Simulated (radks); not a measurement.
The numbers below are computed, except where a source is named.
Dy31+, 35 electrons, occupied as [Ar] 3d10 4s2 4p5.

Code: a radial shooting solver on a logarithmic mesh with Libxc functionals. Model: scalar-relativistic Kohn-Sham, exchange-only LDA, spin-polarised, spherical densities, point nucleus; open shells are filled with parallel spins first (spin-orbit coupling, left out, can overturn this in heavy ions).

Energy parts (Ry):
part                   energy
total             -23276.4997
kinetic            25197.3511
electron-nucleus  -53788.5778
Hartree             5727.1314
exchange            -412.4044

Orbitals (lengths in bohr, moments of r in powers of bohr; <r^-3> diverges for s and p1/2; r(max) is where P^2 peaks):
orbital  occ.  eigenvalue (Ry)   r(max)      <r^4>  <1/r>  <r^-3>
1s up       1        -4026.676  0.01339  9.935e-07  74.52       -
1s down     1        -4026.614  0.01339  9.935e-07  74.52       -
2s up       1        -742.2050  0.07607  0.0001555  17.33       -
2s down     1        -742.1661  0.07607  0.0001555  17.33       -
2p up       3        -668.5957  0.06168  0.0001169  16.10   12810
2p down     3        -668.5429  0.06168  0.0001169  16.10   12810
3s up       1        -228.6246   0.2144   0.005673  6.447       -
3s down     1        -228.5630   0.2144   0.005667  6.447       -
3p up       3        -206.0034   0.2103   0.005870  6.054    2800
3p down     3        -205.9362   0.2103   0.005862  6.055    2801
3d up       5        -177.4575   0.1710   0.004484  5.751   377.3
3d down     5        -177.3954   0.1710   0.004476  5.752   377.4
4s up       1        -101.8575   0.4666    0.09130  3.044       -
4s down     1        -101.6166   0.4664    0.09138  3.044       -
4p up       3        -93.49866   0.4786     0.1040  2.874   850.5
4p down     2        -93.25934   0.4785     0.1042  2.873   850.5

The highest occupied level is 4p down at -1268.9 eV. Summed over all electrons, <r^2> = 2.938 bohr^2, which gives a Langevin (diamagnetic) susceptibility term of -2.33 x 10^-6 cm^3/mol. For comparison, the ionisation energy in NIST's Atomic Spectra Database is 1275 eV (theoretical). In exact Kohn-Sham theory the highest level is minus the ionisation energy, but local and semilocal functionals leave it too shallow, through self-interaction and a potential that decays too fast; potentials with the right tail come closer. Spin moment in Bohr magnetons: 1. The density falls to 0.001 e/bohr^3 at r = 1.20 bohr.
